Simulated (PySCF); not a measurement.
Gas-phase XPS of heptacarbon, computed

Compound: heptacarbon, C₇ (singlet state).
Numbering: `[C:1]=[C:2]=[C:3]=[C:4]=[C:5]=[C:6]=[C:7]`

Computed, not measured: delta-SCF UKS SCAN, pcX-2 on the ionised atom, pcseg-1 elsewhere, spin-free X2C (PySCF 2.14.0). Binding energies are ΔSCF values: E(core-ionised, relaxed orbitals) − E(ground state) at a fixed geometry, referred to the vacuum level.

List the computed XPS lines with their assignment.

```tsv
atom(s)	environment	level	binding energy (eV)	above the level's lowest (eV)	count
C2/C6	central carbon of cumulated double bonds	C 1s	291.33	0.00	2
C4	central carbon of cumulated double bonds	C 1s	292.40	+1.07	1
```

Lowest listed C 1s: C2/C6, bonded to 2 C (double bond). Highest, 1.07 eV above it: C4, bonded to 2 C (double bond). Summing the Pauling electronegativity differences to the bonded atoms, each weighted by its formal bond order, gives 0.00 for the lowest site and 0.00 for the highest; the sum is the same at every site.

Express the binding energy of C 1s of C2/C6 in atomic units and per mole.

291.33 eV = 10.7062 Eh = 28109 kJ/mol.

Which photon wavelength matches the C 1s of C2/C6 threshold?

λ = hc/E = 12398.42 eV Å / 291.33 eV = 42.558 Å.

The first atom of each set that the bonding makes equivalent was ionised and stands for the set. The list is incomplete; no value stands for C 1s of C1, C3, C5, C7 (hole states with ⟨S²⟩ of 1 or more are left out). Spin contamination (⟨S²⟩ against 0.75 for a pure doublet) is marked for C 1s of C2/C6 (0.88), which makes this value less certain. Geometry: PBE0-D3(BJ)/def2-SVP; no solvent, vibrations or thermal averaging.

Time: 17 s; peak memory 0.58 GiB. Hardware: one thread of an Arm Neoverse V2, shared host.
